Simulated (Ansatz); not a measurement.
Breaking a bond: BeF2, SMILES [F][Be][F]. The Be1–F3 bond (Be1 also carries F; F3 carries nothing else) is pulled apart rigidly from the PBE0/def2-TZVP optimised geometry.

Levels of theory: RKS-PBE = restricted PBE/cc-pVTZ in Ansatz (an electronic-structure program); UKS-PBE = unrestricted PBE/cc-pVTZ (Ansatz); RKS-B3LYP = Ansatz with restricted B3LYP/cc-pVTZ; UCCSD(T) = CCSD(T) on UHF/cc-pVTZ, frozen core (Ansatz).

Energies relative to the lowest point of each curve near equilibrium, in kcal/mol; the last columns give the difference from UCCSD(T):

| R / Å | RKS-PBE | UKS-PBE | RKS-B3LYP | UCCSD(T) | RKS-PBE − UCCSD(T) | UKS-PBE − UCCSD(T) | RKS-B3LYP − UCCSD(T) |
|---|---|---|---|---|---|---|---|
| 1.04 | 100.5 | 100.5 | 97.8 | 100.7 | -0.2 | -0.2 | -2.9 |
| 1.10 | 59.5 | 59.5 | 57.2 | 59.2 | 0.3 | 0.3 | -1.9 |
| 1.16 | 32.4 | 32.4 | 30.7 | 31.9 | 0.5 | 0.5 | -1.2 |
| 1.25 | 9.8 | 9.8 | 8.8 | 9.3 | 0.5 | 0.5 | -0.5 |
| 1.32 | 2.1 | 2.1 | 1.6 | 1.8 | 0.3 | 0.3 | -0.2 |
| 1.34 | 1.0 | 1.0 | 0.7 | 0.8 | 0.2 | 0.2 | -0.1 |
| 1.38 | 0.0 | 0.0 | 0.0 | 0.0 | 0.0 | 0.0 | 0.0 |
| 1.41 | 0.1 | 0.1 | 0.4 | 0.3 | -0.2 | -0.2 | 0.1 |
| 1.44 | 0.9 | 0.9 | 1.3 | 1.2 | -0.3 | -0.3 | 0.1 |
| 1.50 | 3.8 | 3.8 | 4.7 | 4.5 | -0.7 | -0.7 | 0.2 |
| 1.62 | 13.6 | 13.6 | 15.3 | 15.2 | -1.5 | -1.5 | 0.1 |
| 1.71 | 22.9 | 22.9 | 25.1 | 25.1 | -2.2 | -2.2 | 0.0 |
| 1.86 | 39.6 | 39.6 | 42.7 | 43.1 | -3.5 | -3.5 | -0.3 |
| 2.04 | 59.4 | 59.4 | 63.6 | 64.6 | -5.1 | -5.1 | -0.9 |
| 2.27 | 82.6 | 82.6 | 88.0 | 89.7 | -7.2 | -7.2 | -1.7 |
| 2.51 | 103.0 | 103.0 | 109.6 | 114.4 | -11.4 | -11.4 | -4.8 |
| 2.75 | 119.7 | 119.7 | 127.5 | 133.5 | -13.7 | -13.7 | -6.0 |
| 3.00 | 133.6 | 132.3 | 142.5 | 148.7 | -15.1 | -16.4 | -6.2 |
| 3.42 | 150.2 | 144.6 | 161.0 | 161.8 | -11.5 | -17.2 | -0.8 |
| 3.77 | 159.4 | 150.3 | 171.5 | 164.7 | -5.3 | -14.4 | 6.9 |
| 4.11 | 165.5 | 153.7 | 178.9 | 165.6 | -0.1 | -11.8 | 13.3 |
| 4.81 | 172.8 | 157.5 | 188.2 | 166.0 | 6.8 | -8.5 | 22.2 |

RKS-PBE is furthest from UCCSD(T) at 3.00 (-15.1 kcal/mol, below); its mean absolute difference over the points is 3.9 kcal/mol.

UKS-PBE is furthest from UCCSD(T) at 3.42 (-17.2 kcal/mol, below); its mean absolute difference over the points is 5.3 kcal/mol.

RKS-B3LYP is furthest from UCCSD(T) at 4.81 (22.2 kcal/mol, above); its mean absolute difference over the points is 3.2 kcal/mol.

The restricted form behind RKS-PBE, RKS-B3LYP keeps the bonding electrons paired and can't separate into open-shell fragments. The unrestricted determinant behind UKS-PBE is spin-contaminated at 3.00 to 4.81 Å (<S²> up to 0.7, against 0.00 for a pure singlet). The unrestricted determinant behind UCCSD(T) is spin-contaminated at 2.51 to 4.81 Å (<S²> up to 1.0, against 0.00 for a pure singlet).
